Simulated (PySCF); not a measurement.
Mayer bond orders and bond lengths

Species: C₅H₁₀O₂SSi₂.
SMILES with atom numbers: `[CH:1]#[C:2][C@@:3]1([S@:4]([CH3:5])=[O:6])[CH2:7][SiH2:8][O:9][SiH2:10]1` (hydrogens: H11 on C1; H12, H13, H14 on C5; H15, H16 on C7; H17, H18 on Si8; H19, H20 on Si10)

Cartesian coordinates in Å at the GFN2-xTB level; atoms count from 1:
```
atom  x, y, z in Å
C1     0.0474    2.4669   -0.8006
C2     0.0177    1.2898   -0.5689
C3     0.0074   -0.1087   -0.2812
S4     1.7451   -0.7942   -0.2561
C5     2.6065    0.6112    0.5716
O6     2.1833   -0.7678   -1.6551
C7    -0.6721   -0.4184    1.0558
Si8   -2.5032   -0.8220    0.6683
O9    -2.3327   -1.2426   -0.9065
Si10  -0.8990   -1.0757   -1.6871
H11    0.0532    3.4937   -1.0146
H12    2.4702    1.5113   -0.0171
H13    3.6586    0.3516    0.6255
H14    2.1954    0.7283    1.5678
H15   -0.1846   -1.2926    1.4954
H16   -0.5395    0.4063    1.7575
H17   -2.9942   -2.0033    1.3650
H18   -3.3749    0.3455    0.7143
H19   -1.1280   -0.2555   -2.8640
H20   -0.3618   -2.4133   -1.8812
```

Bond orders from the PBE0/pcSseg-1 density (PySCF). One conformer (not necessarily the lowest) at the GFN2-xTB geometry, without solvent, vibrations or thermal averaging.

(1) How far do the computed orders between heavy atoms stray from the drawn ones?

(2) Set the Mayer orders of the bonds between heavy atoms beside their lengths.

Results:

(1) The largest departure is 0.555, at C1–C2 (drawn triple, 2.445). Drawn single, order below 0.88: C2–C3 (0.824), C3–S4 (0.855), C7–Si8 (0.869) and Si10–C3 (0.734). Drawn double or triple, more than 0.30 short of the drawn order: C1–C2 (2.445) and S4–O6 (1.527).

(2) 
```tsv
bond	drawn as	length (Å)	Mayer order
C1–C2	triple	1.200	2.445
C2–C3	single	1.428	0.824
C3–S4	single	1.868	0.855
S4–C5	single	1.845	0.908
S4–O6	double	1.466	1.527
C3–C7	single	1.531	0.973
C7–Si8	single	1.915	0.869
Si8–O9	single	1.639	0.933
O9–Si10	single	1.641	0.934
Si10–C3	single	1.932	0.734
```

By pair of heavy elements: C–C: lowest C2–C3 (0.824, 1.428 Å), highest C1–C2 (2.445, 1.200 Å); in 1 of the 3 pairs the longer bond (by over 0.003 Å) has the higher order (by 0.02 or more). C–S: lowest C3–S4 (0.855, 1.868 Å), highest S4–C5 (0.908, 1.845 Å). C–Si: lowest Si10–C3 (0.734, 1.932 Å), highest C7–Si8 (0.869, 1.915 Å). O–Si: all 2 within 0.02 of one another (0.933 to 0.934).

Task: And the bonds to hydrogen?

Result: C–H: 0.93 to 1.16 (6 bonds); H–Si: 0.93 to 0.94 (4 bonds).

Task: Sum the orders of all bonds at each heavy atom with more than one neighbour and set the sums beside the valence in the SMILES.

Result: C1 3.606 (drawn 4), C2 3.269 (drawn 4), C3 3.386 (drawn 4), S4 3.290 (drawn 4), C5 3.731 (drawn 4), C7 3.726 (drawn 4), Si8 3.668 (drawn 4), O9 1.867 (drawn 2), Si10 3.539 (drawn 4). Orders between atoms that aren't bonded are not in these sums.

For a closed shell the Mayer order of atoms A and B is Σ (PS)μν (PS)νμ over the basis functions μ on A and ν on B, with P the density and S the overlap matrix.
